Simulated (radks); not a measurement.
Effect of the nuclear size on neutral iridium, [Xe] 4f14 5d7 6s2. Method: Dirac Kohn-Sham, exchange-only LDA, spin-unpolarised, spherical densities, finite nucleus; open shells are shared between the two j in proportion to 2j + 1; Fermi nuclear charge, rms radius 5.4032 fm; computed with a radial shooting solver on a logarithmic mesh with Libxc functionals. The rms radius is varied about that value; shifts are against it.

rms radius (fm)  total energy shift (eV)  density at nucleus (e/bohr^3)  1s1/2 shift (meV)  2s1/2 shift (meV)  4p1/2 shift (meV)  5s1/2 shift (meV)  5p1/2 shift (meV)  6s1/2 shift (meV)  6p1/2 (empty) shift (meV)
4.8197                             -16.2                      1.893e+06              -6510               -943             -0.381              -9.66              0.418             -0.638                      0.191
5.0574                             -9.72                      1.859e+06              -3920               -567             -0.230              -5.81              0.251             -0.384                      0.115
5.4032                                 0                      1.813e+06              0.000              0.000              0.000              0.000              0.000              0.000                      0.000
5.6517                              7.23                      1.783e+06               2910                422              0.173               4.32             -0.187              0.285                     -0.085
6.2569                              25.7                      1.715e+06              10300               1500              0.621               15.3             -0.661               1.01                     -0.303

Slopes of the eigenvalues against <r^2> in GHz/fm^2, as finite differences over the two radii next to the reference (eigenvalue slopes, not the field-shift constants of lines): 1s1/2 259000, 2s1/2 37600, 4p1/2 15.3, 5s1/2 385, 5p1/2 -16.6, 6s1/2 25.4, 6p1/2 (empty) -7.59.
